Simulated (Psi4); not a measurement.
Pd, singlet (core potentials on Pd); HF/def2-SVP run with Psi4.

Here is a job for Psi4.
```
memory 2 GB

molecule mol {
0 1
Pd    0.000000    0.000000    0.000000
}

set {
  basis def2-svp
  reference rhf
  puream true
}

energy('scf')
print_variables()
```

### Question
Write the output that Psi4 gives for this input, abridged.

### Answer

```
   => Loading Basis Set <=

    Name: DEF2-SVP
    Role: ORBITAL
    Keyword: BASIS

    !!!  WARNING: ECP capability is in beta. Please check occupations closely.  !!!

         ---------------------------------------------------------
                                   SCF
               by Justin Turney, Rob Parrish, Andy Simmonett
                          and Daniel G. A. Smith
                              RHF Reference
         ---------------------------------------------------------

  ==> Geometry <==

    Molecular point group: d2h
    Geometry (in Angstrom), charge = 0, multiplicity = 1:

       Center              X                  Y                   Z               Mass
    ------------   -----------------  -----------------  -----------------  -----------------
         PD           0.000000000000     0.000000000000     0.000000000000   105.903480400000

  Running in d2h symmetry.

  Rotational constants: A = ************  B = ************  C = ************ [cm^-1]
  Rotational constants: A = ************  B = ************  C = ************ [MHz]
  Nuclear repulsion =    0.000000000000000

  Charge       = 0
  Multiplicity = 1
  Electrons    = 18
  Nalpha       = 9
  Nbeta        = 9

  ==> Algorithm <==

  SCF Algorithm Type is DF.
  DIIS enabled.
  MOM disabled.
  Fractional occupation disabled.
  Guess Type is CORE.
  Energy threshold   = 1.00e-06
  Density threshold  = 1.00e-06
  Integral threshold = 1.00e-12

  ==> Primary Basis <==

  Basis Set: DEF2-SVP
    Blend: DEF2-SVP
    Number of shells: 11
    Number of basis functions: 31
    Number of Cartesian functions: 36
    Spherical Harmonics?: true
    Max angular momentum: 3

  Core potential: DEF2-SVP
    Number of shells: 4
    Number of ECP primitives: 14
    Number of ECP core electrons: 28
    Max angular momentum: 3

   => Loading Basis Set <=

    Name: (DEF2-SVP AUX)
    Role: JKFIT
    Keyword: DF_BASIS_SCF

  ==> Integral Setup <==

  SCF_SUBTYPE=INCORE selected. In-core MEM_DF algorithm will be used.
  Using in-core AOs.

  ==> MemDFJK: Density-Fitted J/K Matrices <==

    J tasked:                   Yes
    K tasked:                   Yes
    wK tasked:                   No
    Algorithm:                 Core
    Schwarz Cutoff:           1E-12
    Mask sparsity (%):       0.0000
    Fitting Condition:        1E-10

   => Auxiliary Basis Set <=

  Basis Set: (DEF2-SVP AUX)
    Blend: DEF2-UNIVERSAL-JKFIT
    Number of shells: 49
    Number of basis functions: 255
    Number of Cartesian functions: 384
    Spherical Harmonics?: true
    Max angular momentum: 6

  Minimum eigenvalue in the overlap matrix is 2.9207025215E-02.
  Reciprocal condition number of the overlap matrix is 9.9478027619E-03.
    Using symmetric orthogonalization.

  ==> Pre-Iterations <==

  SCF Guess: Core (One-Electron) Hamiltonian.

   -------------------------------------------------------
    Irrep   Nso     Nmo     Nalpha   Nbeta   Ndocc  Nsocc
   -------------------------------------------------------
     Ag         9       9       3       3       3       0
     B1g        2       2       1       1       1       0
     B2g        2       2       1       1       1       0
     B3g        2       2       1       1       1       0
     Au         1       1       0       0       0       0
     B1u        5       5       1       1       1       0
     B2u        5       5       1       1       1       0
     B3u        5       5       1       1       1       0
   -------------------------------------------------------
    Total      31      31       9       9       9       0
   -------------------------------------------------------

  ==> Iterations <==

                           Total Energy        Delta E     RMS |[F,P]|

    Occupation by irrep:
             Ag   B1g   B2g   B3g    Au   B1u   B2u   B3u
    DOCC [     3,    0,    0,    0,    0,    2,    2,    2 ]
    NA   [     3,    0,    0,    0,    0,    2,    2,    2 ]
    NB   [     3,    0,    0,    0,    0,    2,    2,    2 ]

   @DF-RHF iter   1:  -124.24348274906141   -1.24243e+02   1.82164e-01 ADIIS
    Occupation by irrep:
             Ag   B1g   B2g   B3g    Au   B1u   B2u   B3u
    DOCC [     3,    1,    1,    1,    0,    1,    1,    1 ]
    NA   [     3,    1,    1,    1,    0,    1,    1,    1 ]
    NB   [     3,    1,    1,    1,    0,    1,    1,    1 ]

   @DF-RHF iter   2:  -113.68239433770880    1.05611e+01   2.53298e-01 ADIIS
   @DF-RHF iter   3:  -126.99519758124828   -1.33128e+01   8.63485e-03 DIIS/ADIIS
   @DF-RHF iter   4:  -127.00031573481763   -5.11815e-03   6.42289e-04 DIIS/ADIIS
   @DF-RHF iter   5:  -127.00033598382939   -2.02490e-05   2.85531e-04 DIIS/ADIIS
   @DF-RHF iter   6:  -127.00034500099491   -9.01717e-06   4.65834e-05 DIIS
   @DF-RHF iter   7:  -127.00034622244843   -1.22145e-06   2.76654e-05 DIIS
   @DF-RHF iter   8:  -127.00034716726989   -9.44821e-07   1.50764e-05 DIIS
   @DF-RHF iter   9:  -127.00034734306021   -1.75790e-07   3.99381e-06 DIIS
   @DF-RHF iter  10:  -127.00034734450574   -1.44553e-09   7.49273e-07 DIIS
  Energy and wave function converged.

  ==> Post-Iterations <==

    Orbital Energies [Eh]
    ---------------------

    Doubly Occupied:

[...]
    Virtual:

[...]
       9Ag    51.815693

    Final Occupation by Irrep:
             Ag   B1g   B2g   B3g    Au   B1u   B2u   B3u
    DOCC [     3,    1,    1,    1,    0,    1,    1,    1 ]
    NA   [     3,    1,    1,    1,    0,    1,    1,    1 ]
    NB   [     3,    1,    1,    1,    0,    1,    1,    1 ]

  @DF-RHF Final Energy:  -127.00034734450574

   => Energetics <=

    Nuclear Repulsion Energy =              0.0000000000000000
    One-Electron Energy =                -228.4454928935421663
    Two-Electron Energy =                 101.4451455490364253
    Total Energy =                       -127.0003473445057409

Computation Completed

Properties will be evaluated at   0.000000,   0.000000,   0.000000 [a0]

Properties computed using the SCF density matrix

 Multipole Moments:

 ------------------------------------------------------------------------------------
     Multipole            Electronic (a.u.)      Nuclear  (a.u.)        Total (a.u.)
 ------------------------------------------------------------------------------------

 L = 1.  Multiply by 2.5417464519 to convert [e a0] to [Debye]
 Dipole X            :          0.0000000            0.0000000            0.0000000
 Dipole Y            :          0.0000000            0.0000000            0.0000000
 Dipole Z            :          0.0000000            0.0000000            0.0000000
 Magnitude           :                                                    0.0000000

 ------------------------------------------------------------------------------------

  Variable Map:
  ----------------------------------------------------------------------------
[...]
  Array Variable Map:
  ----------------------------------------------------------------------------
[...]
[...]
```
